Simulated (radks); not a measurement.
Results of a calculation; reference values are marked as such.
Orbital eigenvalues (eV) of the magnesium ion Mg+, [Ne] 3s1, at several levels of relativity; Dirac values are averaged over j with weights 2j + 1. Spin-unpolarised spherical Kohn-Sham, PBE, point nucleus unless stated (finite: rms radius 3.057 fm), a radial shooting solver on a logarithmic mesh with Libxc functionals. A level marked "c x" has the speed of light scaled by that factor.

1s: non-rel. -1266.4; Dirac -1268.8; Dirac, finite nucleus -1268.8; Dirac, c x 1.25 -1267.9; change of magnitude, last against first (%) +0.12
2s: non-rel. -88.608; Dirac -88.910; Dirac, finite nucleus -88.910; Dirac, c x 1.25 -88.801; change of magnitude, last against first (%) +0.22
2p: non-rel. -55.705; Dirac -55.671; Dirac, finite nucleus -55.671; Dirac, c x 1.25 -55.683; change of magnitude, last against first (%) -0.04
3s: non-rel. -11.361; Dirac -11.378; Dirac, finite nucleus -11.378; Dirac, c x 1.25 -11.372; change of magnitude, last against first (%) +0.10
